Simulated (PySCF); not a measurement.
**Orbital picture of SnF⁻**

UHF at R = 2.072 Å; basis Sn aug-cc-pVDZ-PP with ECP28, F aug-cc-pVDZ; scalar-relativistic core potentials; PySCF 2.14. State: ³Σ⁻ (triplet), unpaired electrons π ↑↑. Only the outer orbitals are listed, counted within each symmetry, core potentials removing the inner ones.

```
spin  orbital  occ.  ε (eV)  on Sn (%)          main shells (%)
   α       6σ     1  -11.92         40          59 F p, 38 Sn s
   α       3π     1  -10.12          2                   98 F p
   α       3π     1  -10.12          2                   98 F p
   α       7σ     1   -7.66         69          60 Sn s, 32 F p
   α       4π     1   -1.56        102                 101 Sn p
   α       4π     1   -1.56        102                 101 Sn p
   α       8σ     0    4.38         95                  86 Sn p
   α       5π     0    5.07        101                 101 Sn p
   α       5π     0    5.07        101                 101 Sn p
   β       6σ     1  -11.06         17          82 F p, 15 Sn s
   β       3π     1   -9.69          1                   99 F p
   β       3π     1   -9.69          1                   99 F p
   β       7σ     1   -5.42         93  85 Sn s, 10 F p, 8 Sn p
   β       8σ     0    4.52         93          87 Sn p, 10 F s
   β       4π     0    4.54        103                 103 Sn p
   β       4π     0    4.54        103                 103 Sn p
```

**Question.** Which are the highest filled and the lowest empty level, where do they sit, and how wide is the gap?

**Answer.** Highest filled α 4π at -1.56 eV (in %: 101 Sn p); lowest empty α 8σ at 4.38 eV (in %: 86 Sn p); the gap at UHF is 5.94 eV. An empty level above zero is unbound, and its energy depends on the basis.

```
bond order (Mayer)                                                                                                : 0.01
⟨S²⟩                                                                                                              : 2.021
charge on Sn (Mulliken, basis-dependent)                                                                          : -0.28
charge on Sn (Löwdin, basis-dependent)                                                                            : -0.18
dipole moment (positive dipole points towards F; it is taken about the centre of mass and depends on that origin) : -1.99 D
```

Shares are Mulliken populations and can fall outside 0 to 100 %.

Spin–orbit coupling is left out. The state was picked by a PBE0 search and need not be the measured ground state.
